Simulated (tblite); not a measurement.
Compound: C4H5GeN.
Structure used (GFN2-xTB), in Å, numbered top down from 1:
```
atom  x, y, z in Å
N1    -1.967    2.329   -0.966
C2    -1.652    1.420   -0.343
C3    -1.252    0.293    0.422
C4    -1.100   -1.040   -0.255
C5     0.028   -0.454    0.025
Ge6    1.937   -0.289    0.059
H7    -1.548    0.341    1.468
H8    -1.669   -1.841   -0.659
H9     2.279    0.955    0.801
H10    2.450   -0.231   -1.337
H11    2.500   -1.480    0.759
```

Method: GFN2-xTB as coded in tblite; computed harmonic values from a numerical Hessian at the method's own geometry, unscaled. The method is semi-empirical: single wavenumbers can be off by several per cent or more. Modes of hydrogen on germanium can be 10 to 20 % off. The optimisation stopped once no atom felt more than 0.01 eV/Å.

Lowest wavenumbers of the output (negative numbers stand for imaginary wavenumbers):
```
mode    cm-1
  1     -80.7
  2      72.0
  3     182.7
  4     201.1
  5     266.9
  6     388.4
  7     523.3
  8     539.1
  9     552.4
 10     593.8
```

**Question.** Is this structure a minimum?

**Answer.** No. 1 mode is imaginary beyond 20i (81i cm⁻¹), so at this level the point lies at or near a first-order saddle.

**Question.** Which atoms move in the imaginary mode?

**Answer.** 81i: H11 (Ge–H hydrogen) 32 %, H10 (Ge–H hydrogen) 32 %, H9 (Ge–H hydrogen) 30 %. These are shares of the mass-weighted motion.

**Question.** What is the remedy?

**Answer.** Step along that mode in both directions, optimise again with tighter thresholds and repeat the frequencies. The zero-point energy of this point (41.8 kcal/mol) counts the 26 real modes alone, and thermal corrections from it aren't those of a minimum.
